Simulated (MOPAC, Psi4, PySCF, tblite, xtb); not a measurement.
Dimer O2S ··· C3H6 (SMILES O=S=O and C1CC1) at R = 3.56 Å between the centres of mass, closest contact 2.87 Å (a higher rigid-body minimum at GFN2-xTB). Geometry in Å and degrees:

```
C
H 1 1.0816
H 1 1.0816 2 114.23
C 1 1.5034 2 118.05 3 -145.49
H 4 1.0816 1 118.05 2 0.00
H 4 1.0816 5 114.23 1 -145.49
C 1 1.5034 2 118.05 3 145.49
H 7 1.0816 1 118.05 2 -144.17
H 7 1.0816 8 114.23 4 145.49
S 2 2.8730 1 82.60 3 73.90
O 10 1.4386 2 96.72 1 -107.44
O 10 1.4386 11 118.87 3 124.54
```

Levels: GFN2-xTB (tblite); SAPT0/jun-cc-pVDZ, frozen core (Psi4); revPBE/def2-TZVP, counterpoise-corrected (Psi4); revPBE-D3(BJ)/def2-TZVP, counterpoise-corrected (Psi4); PBE/def2-TZVP, counterpoise-corrected (Psi4); PBE-D3(BJ)/def2-TZVP, counterpoise-corrected (Psi4); HF/aug-cc-pVDZ, counterpoise-corrected (Psi4); MP2/aug-cc-pVDZ = DF-MP2/aug-cc-pVDZ, frozen core, counterpoise-corrected (Psi4 1.11); SCS-MP2/aug-cc-pVDZ = Psi4 with DF-SCS-MP2/aug-cc-pVDZ, frozen core, counterpoise-corrected; PM7, restricted, heats of formation (MOPAC); PM6, restricted, heats of formation (MOPAC); GFN1-xTB (xtb); RKS-B3LYP/6-31G* = PySCF 2.14.0 with restricted B3LYP/6-31G*, spherical d, no counterpoise correction; RMP2/6-31G* = restricted MP2 (frozen core)/6-31G*, spherical d, no counterpoise correction run with PySCF; RKS-B3LYP/LANL2DZ = PySCF with restricted B3LYP/LANL2DZ, with its core potentials past Ne, no counterpoise correction; RHF/6-31G* = restricted Hartree-Fock/6-31G*, spherical d, no counterpoise correction (PySCF).

Task: What interaction energy does each level give?

Result: 
| method | E_int / kJ/mol |
|---|---|
| GFN2-xTB | -19.09 |
| GFN1-xTB | -15.89 |
| PBE-D3(BJ)/def2-TZVP | -7.50 |
| revPBE-D3(BJ)/def2-TZVP | -6.66 |
| RKS-B3LYP/LANL2DZ | -5.17 |
| SAPT0/jun-cc-pVDZ | -2.74 |
| RMP2/6-31G* | -2.65 |
| MP2/aug-cc-pVDZ | -0.91 |
| PBE/def2-TZVP | 0.95 |
| RKS-B3LYP/6-31G* | 1.82 |
| PM6 | 2.54 |
| SCS-MP2/aug-cc-pVDZ | 3.83 |
| RHF/6-31G* | 8.39 |
| revPBE/def2-TZVP | 11.73 |
| PM7 | 12.65 |
| HF/aug-cc-pVDZ | 13.83 |
